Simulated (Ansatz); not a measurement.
C5H8OS, SMILES `O=C1CCSCC1`, one more setting.

```yaml
crystal:
  periodic: [false, false, false]
  atoms:
    - {symbol: O, position_ang: [-2.219317, -0.202903, -0.560580]}
    - {symbol: C, position_ang: [-1.094795, 0.100852, -0.591705]}
    - {symbol: C, position_ang: [-0.033559, -1.263226, -0.410639]}
    - {symbol: C, position_ang: [0.761875, -1.115391, 0.746631]}
    - {symbol: S, position_ang: [1.845136, 0.231443, 0.677407]}
    - {symbol: C, position_ang: [0.717028, 1.422882, -0.056808]}
    - {symbol: C, position_ang: [-0.715479, 1.186038, -0.016062]}
    - {symbol: H, position_ang: [-0.656530, -2.067106, -0.391581]}
    - {symbol: H, position_ang: [0.136766, -0.929113, -1.384219]}
    - {symbol: H, position_ang: [1.233175, -2.171957, 0.786499]}
    - {symbol: H, position_ang: [0.459750, -1.093105, 1.749141]}
    - {symbol: H, position_ang: [1.091227, 1.428359, -0.977662]}
    - {symbol: H, position_ang: [1.082691, 2.443059, 0.493371]}
    - {symbol: H, position_ang: [-1.183184, 1.924014, -0.242741]}
    - {symbol: H, position_ang: [-1.012468, 1.063329, 1.301464]}
basis:
  gaussian: {orbitals: def2-TZVP}
total_charge: -1
magnetization: {spin_polarized: false, initial_magnetization: 1}
hamiltonian: {xc: {name: HF}}
output: {forces: true}
```

```sh
$ ansatz run in.yaml --threads 2 --pin off --events-out ev --progress --plain --max-ram 22528MiB --backend cuda --devices 0, --max-vram 18GiB
```

It prints (some lines left out):

```
Functional definition: HF
2021 factors; their error is unknown
mean field evaluation 1: about -18123.7910 eV, gradient 4.0e1 eV
mean field evaluation 2: about -18127.2526 eV, gradient 2.2e1 eV
mean field evaluation 4: about -18128.3681 eV, gradient 1.7e0 eV
mean field evaluation 8: about -18128.3925 eV, gradient 1.9e-1 eV
mean field evaluation 16: about -18128.5921 eV, gradient 1.8e-5 eV
mean field -18128.59209576 eV, -666.2134715180 hartree, gradient 1.3e-5 eV, S^2 0.750000; 0 other end points of the search recorded, 0 dependent functions left out
reference -18128.59209576 eV, -666.2134715180 hartree; 32, 31 occupied and 239, 240 virtual orbitals, 2021 factors
Total energy: -18128.59209576 eV, -666.2134715180 hartree
Atom 0 at    -2.219317    -0.202903    -0.560580 Å, force    -8.535707    -2.151365    -1.055452 eV/Å
Atom 1 at    -1.094795     0.100852    -0.591705 Å, force     2.652007    -8.145356    -2.278563 eV/Å
Atom 2 at    -0.033559    -1.263226    -0.410639 Å, force    -4.218796     4.752177    -1.478209 eV/Å
Atom 3 at     0.761875    -1.115391     0.746631 Å, force     3.837198    -4.324430     1.047946 eV/Å
Atom 4 at     1.845136     0.231443     0.677407 Å, force     1.994441     0.594532     0.486110 eV/Å
Atom 5 at     0.717028     1.422882    -0.056808 Å, force     2.767825     3.591175     4.431738 eV/Å
Atom 6 at    -0.715479     1.186038    -0.016062 Å, force     7.746107    -1.114974     9.824017 eV/Å
Atom 7 at    -0.656530    -2.067106    -0.391581 Å, force    -1.717571    -2.050837    -0.053298 eV/Å
Atom 8 at     0.136766    -0.929113    -1.384219 Å, force     2.784856    -1.035965    -1.384340 eV/Å
Atom 9 at     1.233175    -2.171957     0.786499 Å, force     0.976928     1.831770     0.244519 eV/Å
Atom 10 at     0.459750    -1.093105     1.749141 Å, force    -2.522223     0.188440     0.756161 eV/Å
Atom 11 at     1.091227     1.428359    -0.977662 Å, force     0.847866     0.813230    -3.996063 eV/Å
Atom 12 at     1.082691     2.443059     0.493371 Å, force    -1.296633    -2.324885    -1.576815 eV/Å
Atom 13 at    -1.183184     1.924014    -0.242741 Å, force    -5.813318     8.868287    -2.687423 eV/Å
Atom 14 at    -1.012468     1.063329     1.301464 Å, force     0.497021     0.508200    -2.280328 eV/Å
Dipole moment:     0.946599     0.139564     0.100806 e Å
```

Run time 6 s (2 threads of an AMD EPYC 7R13 on a shared host and a share of an NVIDIA H100 80 GB); peak host memory 0.96 GiB.
